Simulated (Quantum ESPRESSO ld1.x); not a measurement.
The numbers below are computed, except where a source is named.
Ru26+, 18 electrons, occupied as [Ar]. Code: ld1.x of Quantum ESPRESSO 7.5. Model: scalar-relativistic Kohn-Sham, LDA (Slater exchange, Perdew-Zunger correlation), spin-unpolarised, spherical densities, point nucleus. Some entries of the table are withheld. Estimate them.

orbital,occ.,eigenvalue (Ry),r(max) (bohr),<r^2> (bohr^2)
1s,2,-1697.54,0.022,0.001513
2s,2,-317.640,0.123,(1)
2p,6,-294.142,0.098,0.01928
3s,2,-112.507,0.340,0.1508
3p,6,-104.944,(2),(3)

Answer. 
(1) 2s <r^2> (bohr^2): 0.02458
(2) 3p r(max) (bohr): 0.329
(3) 3p <r^2> (bohr^2): 0.1453
